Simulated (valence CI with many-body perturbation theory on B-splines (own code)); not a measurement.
# Pd41+: calculated level list

Level of theory: relativistic CI+MBPT: three valence electrons over a frozen Dirac-Fock core [He], radial functions for each j: 11 s, 11 p, 10 d, 8 f, 5 g, 2 h, with the one-electron correlation potential Σ1, the two-electron term Σ2, the three-electron term Σ3, Breit, model QED; selected CI, second order for the rest, scaled by the run's own slope (own B-spline code, finite nucleus).

The last digits are not significant, and no measured levels were compared; by estimate large intervals hold to a few tenths of a per cent, small ones and those within an open d or f shell to about a per cent.

Levels 136 to 180 of 199, with energies above the lowest level, (2s^2 2p1/2) J=1/2. "Leading %" is the weight of the configuration and term that name the level; weights of strongly mixed levels are sums over their largest components and can fall short. In the jj column 3d3/2^4 stands for four electrons in 3d with j = 3/2. Lifetimes count E1, E2, E3, M1 and M2 decay at the calculated energies, and are blank where another channel may lead or the interval is too uncertain; long ones can be off by a factor of two.

```tsv
No.	Configuration	Term	J	E (eV)	Leading %	Second component	Lifetime	Leading jj
136	2s.2p.4s	2P°	1/2	5002.5	84	15 % 2s.2p.4s 4P°	55.8 fs	2s 2p1/2 4s (97 %)
137	2s.2p.4p	4D	3/2	5014.7	53	22 % 2s.2p.4p 2D	37.0 fs	2s 2p1/2 4p1/2 (96 %)
138	2s.2p.4p	4P	1/2	5020.7	50	20 % 2s.2p.4p 2S	50.5 fs	2s 2p1/2 4p1/2 (97 %)
139	2s.2p.4p	4P	3/2	5022.0	30	27 % 2s.2p.4p 2D	36.1 fs	2s 2p1/2 4p3/2 (98 %)
140	2s.2p.4d	4F°	3/2	5033.8	62	14 % 2s.2p.4d 2D°	19.6 fs	2s 2p1/2 4d3/2 (100 %)
141	2s.2p.4p	4D	5/2	5039.0	49	31 % 2s.2p.4p 2D	90.5 fs	2s 2p1/2 4p3/2 (97 %)
142	2s.2p.4p	2P	1/2	5039.1	49	17 % 2s.2p.4p 4P	18.9 fs	2s 2p1/2 4p3/2 (96 %)
143	2s.2p.4p	2D	3/2	5040.2	45	20 % 2s.2p.4p 4S	25.1 fs	2s 2p1/2 4p3/2 (97 %)
144	2s.2p.4d	4F°	5/2	5041.9	31	30 % 2s.2p.4d 4D°	11.2 fs	2s 2p1/2 4d5/2 (96 %)
145	2s.2p.4f	4G	5/2	5049.1	45	19 % 2s.2p.4f 4F	22.4 fs	2s 2p1/2 4f5/2 (100 %)
146	2s.2p.4d	4F°	5/2	5050.6	34	25 % 2s.2p.4d 2D°	24.1 fs	2s 2p1/2 4d3/2 (90 %)
147	2s.2p.4f	4F	7/2	5052.2	26	24 % 2s.2p.4f 4D	22.8 fs	2s 2p1/2 4f7/2 (100 %)
148	2s.2p.4d	4D°	3/2	5053.6	27	20 % 2s.2p.4d 4P°	10.2 fs	2s 2p1/2 4d3/2 (92 %)
149	2s.2p.4d	4D°	1/2	5054.3	62	31 % 2s.2p.4d 2P°	7.77 fs	2s 2p1/2 4d3/2 (97 %)
150	2s.2p.4d	4F°	7/2	5058.8	42	31 % 2s.2p.4d 2F°	11.0 fs	2s 2p1/2 4d5/2 (97 %)
151	2s.2p.4d	2D°	3/2	5061.5	42	37 % 2s.2p.4d 2P°	11.2 fs	2s 2p1/2 4d5/2 (91 %)
152	2s.2p.4d	2F°	5/2	5061.6	51	23 % 2s.2p.4d 4P°	10.7 fs	2s 2p1/2 4d5/2 (93 %)
153	2s.2p.4f	4G	7/2	5066.4	38	28 % 2s.2p.4f 2G	22.5 fs	2s 2p1/2 4f5/2 (97 %)
154	2s.2p.4f	4F	3/2	5066.6	55	32 % 2s.2p.4f 2D	22.3 fs	2s 2p1/2 4f5/2 (97 %)
155	2s.2p.4f	4G	5/2	5067.0	32	20 % 2s.2p.4f 4D	22.4 fs	2s 2p1/2 4f5/2 (95 %)
156	2s.2p.4f	4G	9/2	5069.3	37	32 % 2s.2p.4f 2G	22.8 fs	2s 2p1/2 4f7/2 (97 %)
157	2s.2p.4f	2D	5/2	5070.0	36	32 % 2s.2p.4f 2F	22.7 fs	2s 2p1/2 4f7/2 (95 %)
158	2s.2p.4f	2G	7/2	5070.3	36	34 % 2s.2p.4f 4D	22.9 fs	2s 2p1/2 4f7/2 (97 %)
159	2p2.4s	4P	1/2	5144.1	50	24 % 2p2.4s 2S	58.5 fs	2p1/2^2 4s (97 %)
160	2p2.4p	4D°	1/2	5159.2	42	40 % 2p2.4p 2P°	24.8 fs	2p1/2^2 4p1/2 (97 %)
161	2s.2p.4s	4P°	5/2	5161.5	100		58.1 fs	2s 2p3/2 4s (100 %)
162	2s.2p.4s	2P°	3/2	5166.5	82	17 % 2s.2p.4s 4P°	45.0 fs	2s 2p3/2 4s (100 %)
163	2s.2p.4p	4P	3/2	5181.3	45	25 % 2s.2p.4p 4S	47.9 fs	2s 2p3/2 4p1/2 (100 %)
164	2s.2p.4p	2D	5/2	5182.4	39	38 % 2s.2p.4p 4D	31.5 fs	2s 2p3/2 4p1/2 (99 %)
165	2p2.4p	2P°	3/2	5183.4	29	22 % 2p2.4p 4D°	25.0 fs	2p1/2^2 4p3/2 (97 %)
166	2p2.4d	2D	3/2	5194.4	37	36 % 2p2.4d 4F	28.4 fs	2p1/2^2 4d3/2 (97 %)
167	2s.2p.4p	4D	7/2	5200.0	100		96.4 fs	2s 2p3/2 4p3/2 (100 %)
168	2s.2p.4p	2P	3/2	5201.9	54	31 % 2s.2p.4p 4S	25.3 fs	2s 2p3/2 4p3/2 (100 %)
169	2p2.4d	2D	5/2	5203.6	30	20 % 2p2.4d 4D	11.2 fs	2p1/2^2 4d5/2 (97 %)
170	2s.2p.4p	4P	5/2	5205.2	51	46 % 2s.2p.4p 2D	29.8 fs	2s 2p3/2 4p3/2 (99 %)
171	2s.2p.4p	2S	1/2	5207.1	54	29 % 2s.2p.4p 2P	20.7 fs	2s 2p3/2 4p3/2 (99 %)
172	2p2.4f	2F°	5/2	5208.6	36	32 % 2p2.4f 4G°	22.6 fs	2p1/2^2 4f5/2 (97 %)
173	2p2.4f	2F°	7/2	5211.9	31	18 % 2p2.4f 2G°	23.0 fs	2p1/2^2 4f7/2 (97 %)
174	2s.2p.4d	4D°	5/2	5216.1	47	21 % 2s.2p.4d 4F°	10.2 fs	2s 2p3/2 4d3/2 (99 %)
175	2s.2p.4d	4F°	7/2	5217.0	48	35 % 2s.2p.4d 4D°	12.1 fs	2s 2p3/2 4d3/2 (79 %)
176	2s.2p.4d	4P°	3/2	5217.0	46	39 % 2s.2p.4d 4D°	9.68 fs	2s 2p3/2 4d3/2 (93 %)
177	2s.2p.4s	2P°	1/2	5217.1	61	32 % 2s.2p.4d 4P°	18.5 fs	2s 2p3/2 4s (63 %)
178	2s.2p.4d	4P°	1/2	5217.9	55	31 % 2s.2p.4s 2P°	14.2 fs	2s 2p3/2 4d3/2 (66 %)
179	2s.2p.4s	2P°	3/2	5218.2	78	14 % 2s.2p.4s 4P°	39.3 fs	2s 2p3/2 4s (90 %)
180	2s.2p.4d	4F°	9/2	5218.8	100		44.7 fs	2s 2p3/2 4d5/2 (100 %)
```

Where two levels of one J and parity lie close, their mixing, g and order are uncertain.
